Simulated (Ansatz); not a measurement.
```xyz
3

S     0.0000    0.0000    0.0000
O     0.0000    1.2349    0.7231
O     0.0000   -1.2349    0.7231
```

Basis set: cc-pVDZ (spherical functions). Correlated methods keep 7 orbitals frozen. Charge 0, multiplicity 1.

Computed with Ansatz (development build ahead of 0.2.0); the reference of a correlated method needn't be the lowest determinant of its kind. Restricted open shells among the atoms or ions are ROHF, correlated in semicanonical orbitals with singles.

(1) Give the atomization energy at this shape (free ground-state atoms in the same class of orbitals less the molecule, no zero-point energy) of singlet SO₂ by RHF-CCSD(T), RHF-CCSD.

Answers

(1)

```csv
method,atomization energy
RHF-CCSD(T),771.2 kJ/mol
RHF-CCSD,725.5 kJ/mol
```

Caution: no unrestricted run beside it, a lower state can exist.
